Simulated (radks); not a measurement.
Results of a calculation; reference values are marked as such.
Zn16+, 14 electrons, occupied as [Ne] 3s2 3p2.

Level of theory: non-relativistic Kohn-Sham, LDA (Slater exchange, Perdew-Wang correlation), spin-unpolarised, spherical densities, point nucleus (a radial shooting solver on a logarithmic mesh with Libxc functionals).

Energy parts (eV):
| part | energy |
|---|---|
| total | -44775.555 |
| kinetic | 44746.406 |
| electron-nucleus | -98306.362 |
| Hartree | 10144.811 |
| exchange-correlation | -1360.410 |

Orbitals (lengths in bohr, moments of r in powers of bohr; <r^-3> diverges for s and p1/2; r(90%) holds 90 % of the orbital's charge):
| orbital | occ. | eigenvalue (eV) | r(90%) | <1/r> | <r^-3> |
|---|---|---|---|---|---|
| 1s | 2 | -9974.641 | 0.0911 | 29.47 | - |
| 2s | 2 | -1700.788 | 0.351 | 6.489 | - |
| 2p | 6 | -1572.183 | 0.321 | 6.453 | 768.8 |
| 3s | 2 | -593.5876 | 0.848 | 2.478 | - |
| 3p | 2 | -551.6834 | 0.846 | 2.420 | 160.3 |
| 3d | 0 | -486.9329 | 0.799 | 2.283 | 23.19 |
| 4s | 0 | -294.3163 | 1.59 | 1.279 | - |
| 4p | 0 | -277.7602 | 1.62 | 1.250 | 57.43 |

The highest occupied level is 3p at -551.68 eV. For comparison, the ionisation energy in NIST's Atomic Spectra Database is 578 eV (semi-empirical). In exact Kohn-Sham theory the highest level is minus the ionisation energy, but local and semilocal functionals leave it too shallow, through self-interaction and a potential that decays too fast; potentials with the right tail come closer. Summed over all electrons, <r^2> = 1.938 bohr^2, which gives a Langevin (diamagnetic) susceptibility term of -1.54 x 10^-6 cm^3/mol.

Beside tabulated values, note that spin-unpolarised runs miss the spin-polarisation part of the exchange energy of open shells.
